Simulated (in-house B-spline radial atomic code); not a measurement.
## Excitations of Ti V (Ti4+) by several methods

Full response, energies in eV; labels give the largest channel, * marks a mixed state, a dash one above the method's threshold, and an imaginary frequency an unstable closed-shell reference. Computed with an all-electron radial atomic-structure program (B-spline basis): linear response of the closed shell [Ne] 3s2 3p6 with each method's own kernel (bare exchange for TDHF, static screening on G0W0 levels for BSE, the adiabatic kernel for functionals); non-relativistic, point nucleus, no spin-orbit coupling, no double excitations, S, P, D and F terms only. Only terms of natural parity with L up to 3 were computed.

```json
{"method": "TDHF", "3p → 3d 3P": "33.28", "3p → 3d 3F": "34.16", "3p → 3d 1F": "38.03", "α (bohr³)": "1.49"}
{"method": "BSE on G0W0@HF", "3p → 3d 3P": "34.17", "3p → 3d 3F": "35.21", "3p → 3d 1F": "38.59", "α (bohr³)": "1.477"}
{"method": "LDA VWN5", "3p → 3d 3P": "34.08", "3p → 3d 3F": "34.94", "3p → 3d 1F": "37.69", "α (bohr³)": "1.503"}
{"method": "PBE", "3p → 3d 3P": "33.95", "3p → 3d 3F": "34.28", "3p → 3d 1F": "37.62", "α (bohr³)": "1.499"}
{"method": "PBE0", "3p → 3d 3P": "33.90", "3p → 3d 3F": "34.40", "3p → 3d 1F": "37.87", "α (bohr³)": "1.493"}
{"method": "B3LYP (VWN-RPA)", "3p → 3d 3P": "33.82", "3p → 3d 3F": "34.30", "3p → 3d 1F": "37.50", "α (bohr³)": "1.498"}
{"method": "CAM-B3LYP", "3p → 3d 3P": "33.80", "3p → 3d 3F": "34.32", "3p → 3d 1F": "37.53", "α (bohr³)": "1.5"}
{"method": "LC-wPBE", "3p → 3d 3P": "34.03", "3p → 3d 3F": "34.41", "3p → 3d 1F": "37.77", "α (bohr³)": "1.495"}
{"method": "wB97X", "3p → 3d 3P": "34.30", "3p → 3d 3F": "34.92", "3p → 3d 1F": "37.82", "α (bohr³)": "1.491"}
{"method": "HSE06", "3p → 3d 3P": "33.93", "3p → 3d 3F": "34.41", "3p → 3d 1F": "37.87", "α (bohr³)": "1.493"}
{"method": "BHandHLYP", "3p → 3d 3P": "33.68", "3p → 3d 3F": "34.30", "3p → 3d 1F": "37.73", "α (bohr³)": "1.494"}
{"method": "BLYP", "3p → 3d 3P": "?", "3p → 3d 3F": "?", "3p → 3d 1F": "?", "α (bohr³)": "?"}
{"method": "PBEsol", "3p → 3d 3P": "33.96", "3p → 3d 3F": "34.52", "3p → 3d 1F": "37.72", "α (bohr³)": "1.5"}
{"method": "BP86", "3p → 3d 3P": "34.03", "3p → 3d 3F": "34.28", "3p → 3d 1F": "37.56", "α (bohr³)": "1.497"}
{"method": "LDA exchange-only", "3p → 3d 3P": "33.47", "3p → 3d 3F": "34.50", "3p → 3d 1F": "37.65", "α (bohr³)": "1.516"}
{"method": "B97-1", "3p → 3d 3P": "34.08", "3p → 3d 3F": "34.60", "3p → 3d 1F": "37.58", "α (bohr³)": "1.494"}
{"method": "RPBE", "3p → 3d 3P": "?", "3p → 3d 3F": "?", "3p → 3d 1F": "?", "α (bohr³)": "?"}
{"method": "OLYP", "3p → 3d 3P": "33.80", "3p → 3d 3F": "34.55", "3p → 3d 1F": "37.71", "α (bohr³)": "1.49"}
```

(1) What does BLYP give?

(2) What does RPBE give?

Results:

(1) 3p → 3d 3P: 33.78; 3p → 3d 3F: 34.07; 3p → 3d 1F: 37.27; α: 1.504 (eV, bohr³).

(2) 3p → 3d 3P: 33.95; 3p → 3d 3F: 34.24; 3p → 3d 1F: 37.60; α: 1.498 (eV, bohr³).
